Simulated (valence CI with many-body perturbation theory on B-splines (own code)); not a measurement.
## E1 transitions of F IV

Computed by configuration interaction combined with many-body perturbation theory (CI+MBPT): four valence electrons over a frozen Dirac-Fock core [He], a basis of 11 s, 11 p, 10 d, 8 f, 5 g, 2 h functions for each j, with the one-electron correlation potential Σ1, the two-electron term Σ2, the three-electron term Σ3, Breit, model QED; selected CI, second order for the rest, scaled by the run's own slope (own B-spline code, finite nucleus).

Against 48 measured levels this calculation errs by 141 cm⁻¹ on average and by 849 at most. These come from a selection out of Moore, Atomic Energy Levels, vol. I, NSRDS-NBS 35 (1971 reprint of NBS Circular 467, 1949), an old analysis. Levels without a partner in it may be off by more. Among the levels kept, up to 2200 cm⁻¹ of a level comes from second order outside the variational space, and about a tenth of that is noise between levels of different J, which matters for small intervals. 1 measured level below the end of the list, from 492395 cm⁻¹ on, found no clear computed partner, and computed levels of the same name lie up to 459 cm⁻¹ from them.

Lines 51 to 100 of 560 in falling wavelength, among levels below 647726 cm⁻¹, chosen from the strongest by gf and those to the six lowest levels. Wavelengths and rates use the calculated energies, so an error of 100 cm⁻¹ moves a line at 1073 nm by 1.1 % and its rate by three times that or more. Electric multipoles are in the length gauge, E1 and E2 with the static RPA response of the core. Weak lines are less certain than strong ones. Lines between different terms over intervals too small for the method are left out, as are lines whose strength nearly cancels. Where a level lies close to another of its J and parity, the split of strength between their lines is uncertain. The highest levels of a list are the least certain.

Names give the largest LS component (configuration and term), which can be under half, so a name can repeat, a term be missing and a line seem to break the LS rules; names also repeat where a configuration has a term twice. Letters in brackets count levels of one name in rising energy.

```tsv
λ vac (nm)	Upper	Lower	A (s⁻¹)	S (a.u.)
1073	2s2 2p 5p 3P_0	2s2 2p 5s 3P°_1	2.14e+07	1.31e+01
1062	2s2 2p 5p 3P_2	2s2 2p 5s 3P°_2	1.82e+07	5.37e+01
1056	2s2 2p 5p 3P_1	2s2 2p 5s 3P°_1	1.06e+07	1.85e+01
1050	2s2 2p 5p 1D_2	2s 2p2 3p 1P°_1	1.32e+07	3.77e+01
1044	2s2 2p 4p 1P_1	2s2 2p 4s 1P°_1	1.22e+07	2.05e+01
1039	2s2 2p 5p 3P_1	2s2 2p 5s 3P°_0	6.66e+06	1.10e+01
1006	2s2 2p 5p 3S_1	2s2 2p 5s 3P°_2	1.77e+07	2.67e+01
978.9	2s2 2p 4d 1P°_1	2s2 2p 4p 1S_0	1.28e+07	1.78e+01
950.6	2s2 2p 4d 3F°_2	2s2 2p 4p 3D_1	5.76e+06	1.22e+01
940.4	2s2 2p 4d 3F°_3	2s2 2p 4p 3D_2	7.91e+06	2.27e+01
922.2	2s2 2p 4d 3F°_4	2s2 2p 4p 3D_3	1.35e+07	4.70e+01
908.2	2s2 2p 4d 1D°_2	2s2 2p 4p 3D_1	4.04e+06	7.48e+00
901.6	2s2 2p 5p 1S_0	2s2 2p 5s 1P°_1	2.45e+07	8.85e+00
898.8	2s2 2p 4d 3F°_3	2s2 2p 4p 1D_2	3.33e+06	8.35e+00
884.5	2s2 2p 5d 1P°_1	2s2 2p 5p 1P_1	2.30e+07	2.36e+01
792.1	2s2 2p 4d 3D°_1	2s2 2p 4p 3P_1	1.16e+07	8.53e+00
789.7	2s2 2p 4d 3D°_3	2s2 2p 4p 3P_2	2.39e+07	4.07e+01
785.4	2s2 2p 4d 3D°_2	2s2 2p 4p 3P_1	1.85e+07	2.22e+01
777.2	2s2 2p 4d 3D°_1	2s2 2p 4p 3P_0	1.98e+07	1.38e+01
777.2	2s2 2p 4d 3D°_3	2s2 2p 4p 3D_3	6.23e+06	1.01e+01
751.6	2s2 2p 4d 3P°_2	2s2 2p 4p 3P_2	1.68e+07	1.76e+01
746.4	2s 2p2 3d 3F_4 [b]	2s2 2p 5d 3D°_3	4.63e+06	8.54e+00
717.6	2s 2p2 3d 3G_5	2s2 2p 5g 3H°_6	3.76e+06	7.55e+00
682.0	2s2 2p 4p 1D_2	2s2 2p 4s 1P°_1	1.95e+07	1.53e+01
659.8	2s2 2p 4p 3D_2	2s2 2p 4s 1P°_1	1.40e+07	9.92e+00
651.0	2s2 2p 4d 3D°_2	2s2 2p 4p 3S_1	8.06e+06	5.49e+00
640.5	2s2 2p 5d 3P°_2	2s 2p2 3s 3S_1	8.89e+06	5.77e+00
631.2	2s2 2p 4d 3F°_2	2s2 2p 4p 1P_1	1.55e+07	9.64e+00
628.5	2s2 2p 4d 1F°_3	2s2 2p 4p 3D_2	1.55e+07	1.33e+01
623.2	2s2 2p 4p 1D_2	2s2 2p 4s 3P°_1	1.29e+07	7.73e+00
617.8	2s2 2p 4p 3P_1	2s2 2p 4s 3P°_2	2.52e+07	8.78e+00
617.3	2s2 2p 4d 3P°_2	2s2 2p 4p 3S_1	4.20e+07	2.44e+01
615.4	2s2 2p 4p 3D_3	2s2 2p 4s 3P°_2	2.32e+07	1.87e+01
612.2	2s2 2p 4d 1D°_2	2s2 2p 4p 1P_1	4.12e+07	2.33e+01
612.0	2s2 2p 4d 3P°_1	2s2 2p 4p 3S_1	4.10e+07	1.39e+01
610.0	2s2 2p 4p 3P_0	2s2 2p 4s 3P°_1	5.03e+07	5.63e+00
609.6	2s2 2p 4d 1F°_3	2s2 2p 4p 1D_2	4.10e+07	3.21e+01
609.0	2s2 2p 4p 3D_1	2s2 2p 4s 3P°_0	2.01e+07	6.73e+00
607.7	2s2 2p 4p 3P_2	2s2 2p 4s 3P°_2	4.70e+07	2.60e+01
604.6	2s2 2p 4p 3D_2	2s2 2p 4s 3P°_1	1.18e+07	6.45e+00
601.1	2s2 2p 4p 3P_1	2s2 2p 4s 3P°_1	1.63e+07	5.26e+00
587.3	2s2 2p 6p 3P_0	2s2 2p 5d 3D°_1	4.92e+07	4.92e+00
577.3	2s 2p2 3d 3G_5	2s2 2p 5d 3F°_4	3.52e+07	3.67e+01
565.0	2s 2p2 3d 3G_4	2s2 2p 5d 3F°_3	3.29e+07	2.64e+01
558.2	2s 2p2 3d 3G_3	2s2 2p 5d 3F°_2	3.23e+07	1.94e+01
534.7	2s2 2p 4d 3F°_2	2s 2p2 3s 3D_1	3.69e+07	1.39e+01
528.0	2s2 2p 4d 3F°_3	2s 2p2 3s 3D_2	5.21e+07	2.65e+01
522.3	2s2 2p 4d 3F°_4	2s 2p2 3s 3D_3	5.58e+07	3.53e+01
521.0	2s2 2p 4d 1D°_2	2s 2p2 3s 3D_1	1.34e+07	4.68e+00
503.3	2s2 2p 6s 1P°_1	2s2 2p 5p 1D_2	1.23e+08	2.32e+01
```
